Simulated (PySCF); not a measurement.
## Frontier orbitals and the lowest excitations

Compound: monosilicic acid, H₄O₄Si.
Z-matrix (Å and degrees, GFN2-xTB geometry), rows numbered from 1:
```
O 
Si  1  1.6247
O   2  1.6247  1  106.69
O   2  1.6247  1  106.60  3  -123.75
O   2  1.6246  1  115.29  3   118.13
H   1  0.9524  2  118.40  3   166.49
H   3  0.9524  2  118.46  1   -43.28
H   4  0.9523  2  118.44  1  -167.26
H   5  0.9522  2  118.40  1   -74.72
```

Level of theory: PySCF 2.14.0, density-fitted response routines, TDDFT PBE0/def2-SVPD, vertical, gas phase, core orbitals frozen in the response.

Kohn–Sham orbitals with the atoms that hold most of them (Löwdin shares over 4%, at most four atoms; ? is withheld):

```json
{"orbital": "HOMO-3", "ε (eV)": "-10.11", "atoms": "O4 22%, O3 22%, O5 20%, O1 20%"}
{"orbital": "HOMO-2", "ε (eV)": "-10.09", "atoms": "O5 22%, O1 22%, O4 21%, O3 21%"}
{"orbital": "HOMO-1", "ε (eV)": "-9.27", "atoms": "O3 38%, O4 38%, O5 8%, O1 8%"}
{"orbital": "HOMO", "ε (eV)": "-9.26", "atoms": "O1 38%, O5 38%, O3 8%, O4 8%"}
{"orbital": "LUMO", "ε (eV)": "-0.21", "atoms": "?"}
{"orbital": "LUMO+1", "ε (eV)": "1.12", "atoms": "O4 18%, O5 18%, O1 17%, O3 17%"}
{"orbital": "LUMO+2", "ε (eV)": "1.14", "atoms": "O3 24%, O4 23%, H7 14%, H8 13%"}
```

Problem. Give the leading atoms of the LUMO.

Solution. Si2 (bonded to 4 O) 41%; O3 (bonded to Si and H) 10%; O4 (bonded to Si and H) 10%; O1 (bonded to Si and H) 10%. By element: silicon 41%, oxygen 29% or more.

Problem. The HOMO–LUMO gap is 9.05 eV. Where does the response calculation put the lowest singlet, and from which orbitals?

Solution. S1 is at 7.77 eV (f = 0.010), 1.28 eV below the gap, made of HOMO-1/HOMO→LUMO (≥97%). S1/S2 lie within about 0.01 eV of each other. Without the coupling terms of the response equations the lowest excitation would equal the gap.

Next come S2 at 7.77 eV (f 0.011), HOMO-1/HOMO→LUMO (≥97%); S3 at 8.52 eV (f 0.0000), HOMO-2→LUMO (82%); S4 at 8.65 eV (f 0.130), HOMO-3→LUMO (87%); S5 at 9.04 eV (f 0.0070), HOMO-1/HOMO→LUMO+3 (≥46%), HOMO-1/HOMO→LUMO+2 (≥36%).

Orbitals of the list HOMO-3 to LUMO+2 that lie within 0.01 eV of each other are written together with a slash and their weights summed (≥ marks a lower bound); for degenerate orbitals outside that list single weights are arbitrary.
